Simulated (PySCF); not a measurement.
Below is a simulated gas-phase C 1s photoelectron spectrum of `B[C@@H]1C[C@@H]2CCC[C@@H]21`.

Every computed line was given a Gaussian of 0.6 eV full width at half maximum and an area set by the number of equivalent atoms; the highest printed point is 100. Method: delta-SCF UKS SCAN, pcX-2 on the ionised atom, pcseg-1 elsewhere, spin-free X2C (PySCF 2.14.0).

binding energy (eV), intensity and a bar:
```
    289.0          0 
    289.1          0 
    289.2          1 
    289.3          2 #
    289.4          5 ##
    289.5         11 ###
    289.6         21 ######
    289.7         36 ###########
    289.8         54 ################
    289.9         74 ######################
    290.0         91 ###########################
    290.1        100 ##############################
    290.2         99 ##############################
    290.3         88 ##########################
    290.4         69 #####################
    290.5         49 ###############
    290.6         30 #########
    290.7         17 #####
    290.8          8 ##
    290.9          3 #
    291.0          1 
    291.1          0 
    291.2          0
```

Question: Count the maxima, the lines and the sites behind this envelope.

Answer: The curve has 1 maximum (at 290.1 eV). Under it lie 7 lines from 7 inequivalent carbon sites. At this width some lines have no maximum of their own.

Question: Decompose the envelope and assign each component. Numbering: `[BH2:1][C@@H:2]1[CH2:3][C@@H:4]2[CH2:5][CH2:6][CH2:7][C@H:8]12`.

Answer: 
| position (eV) | relative area | line | atoms | environment |
| --- | --- | --- | --- | --- |
| 289.85 | 1 | C 1s | C2 | sp3 carbon bound to boron |
| 290.06 | 1 | C 1s | C8 | sp3 carbon at a ring junction |
| 290.07 | 1 | C 1s | C4 | sp3 carbon at a ring junction |
| 290.11 | 1 | C 1s | C3 | four-membered-ring carbon |
| 290.21 | 1 | C 1s | C7 | ring CH2 carbon |
| 290.27 | 1 | C 1s | C5 | ring CH2 carbon |
| 290.37 | 1 | C 1s | C6 | ring CH2 carbon |

Question: What are the centre and the root-mean-square width of the whole band?

Answer: The area-weighted mean of the lines is 290.13 eV. Their own spread about it is 0.16 eV (rms) and each Gaussian has σ = 0.6/2.355 = 0.25 eV; the variances add, which gives 0.30 eV.

The listed C 1s values span 0.52 eV, from C2 (bonded to 2 C, H and B) to C6 (bonded to 2 C and 2 H). Summing the Pauling electronegativity differences to the bonded atoms, each weighted by its formal bond order, gives -0.86 for the lowest site and -0.70 for the highest; the largest sum, -0.35, belongs to C4, 0.30 eV below the top. The values 290.06, 290.07 and 290.11 eV lie too close for their order to be trusted.

The curve has no shake-up lines and no vibrational structure. One conformer (not necessarily the lowest) at the PBE0-D3(BJ)/def2-SVP geometry, without solvent, vibrations or thermal averaging.
